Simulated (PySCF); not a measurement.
Work out the structure from these simulated measurements.

Formula: C5H6F2O.

* Dipole: 1.86 D [wB97X-D/def2-SVPD]
* UV, strongest line: among the 8 lowest singlet transitions: S3 at 7.83 eV (158 nm, f = 0.148) [TDDFT wB97X-D/def2-SVPD]
* Triplet: lowest triplet excitation (Tamm–Dancoff): 4.49 eV [TDA wB97X-D/def2-SVPD]
* Couplings: largest of the computed one-bond spin–spin couplings (means over like bonds): 19F–13C -309.3, 19F–13C -304.1, 13C–1H +190.9, 13C–1H +181.1, 13C–1H +176.6, 13C–1H +158.8, 13C–1H +154.4, 13C–1H +151.9 Hz [B3LYP/pcJ-1, spin–dipole term left out for some pairs]
* NMR, other nuclei: isotropic shieldings of nuclei other than C and H, by class: 289 (1 O), 319 (1 F), 320 (1 F) ppm [GIAO PBE0/pcSseg-1]
* Polarisability: 61.2 au [wB97X-D/def2-SVPD]
* Rotational structure: rotational constants A, B, C: 4.096, 1.518, 1.481 GHz [GFN2-xTB]
* 13C NMR: chemical shifts (computed TMS as zero) by class: 139.1 (1 C), 131.0 (1 C), 122.7 (1 C), 92.7 (1 C), 82.0 (1 C) ppm [GIAO PBE0/pcSseg-1]

Electronic properties: PySCF, gas phase, density fitting. Levels stand in brackets. Geometry: GFN2-xTB, one conformer, isolated molecule. NMR classes are plain means over equivalent atoms (diastereotopic ones count apart unless rotation or inversion swaps them), as if these changed places fast.

Question: Propose a structure and show how it fits.

Answer: Numbering: `[F:1][CH:2]([F:3])[C@H:4]1[CH:5]=[CH:6][CH2:7][O:8]1`. Its formula, C5H6F2O, gives 2 degrees of unsaturation: 1 ring and 1 π bond in the structure found. 5 carbons fall into 5 classes; from least to most shielded: alkene CH carbon [C6] (139.1 ppm), alkene CH carbon [C5] (131.0 ppm), CHF2 carbon [C2] (122.7 ppm), ring sp3 carbon bound to oxygen [C4] (92.7 ppm), ring sp3 carbon bound to oxygen [C7] (82.0 ppm). The other shieldings belong to: 289 ppm, cyclic ether oxygen [O8]; 319 ppm, fluorine of a CF2 group [F3]; 320 ppm, fluorine of a CF2 group [F1]. The couplings run between: -309.3 Hz, fluorine of a CF2 group [F1] and CHF2 carbon [C2]; -304.1 Hz, fluorine of a CF2 group [F3] and CHF2 carbon [C2]; +190.9 Hz, CHF2 carbon [C2] and its hydrogen; +181.1 Hz, alkene CH carbon [C5] and its hydrogen; +176.6 Hz, alkene CH carbon [C6] and its hydrogen; +158.8 Hz, sp3 carbon bound to oxygen [C4] and its hydrogen; +154.4 Hz, sp3 carbon bound to oxygen [C7] and its hydrogen; +151.9 Hz, sp3 carbon bound to oxygen [C7] and its hydrogen. The optimised geometry has point group C1 and is an asymmetric top. Structure: `FC(F)[C@H]1C=CCO1`. Computed isomers that give other values at the same levels: `FCC1=CCO[C@H]1F` (13C chemical shifts (computed TMS as zero) by class: 146.3 (1 C), 133.8 (1 C), 120.5 (1 C), 83.8 (1 C), 81.4 (1 C) ppm); `C=C(F)/C(F)=C\OC` (13C chemical shifts (computed TMS as zero) by class: 167.7 (1 C), 149.9 (1 C), 145.6 (1 C), 94.5 (1 C), 61.4 (1 C) ppm); `C=C(C=O)[C@H](F)CF` (13C chemical shifts (computed TMS as zero) by class: 197.3 (1 C), 152.9 (1 C), 144.6 (1 C), 95.1 (1 C), 87.2 (1 C) ppm). The assignments are read from this structure; whether some other isomer fits the data as well wasn't checked. The mirror image fits equally.

Shape of the structure used: `[F:1][CH:2]([F:3])[C@H:4]1[CH:5]=[CH:6][CH2:7][O:8]1`: F1–C2–C4–C5 -41°.
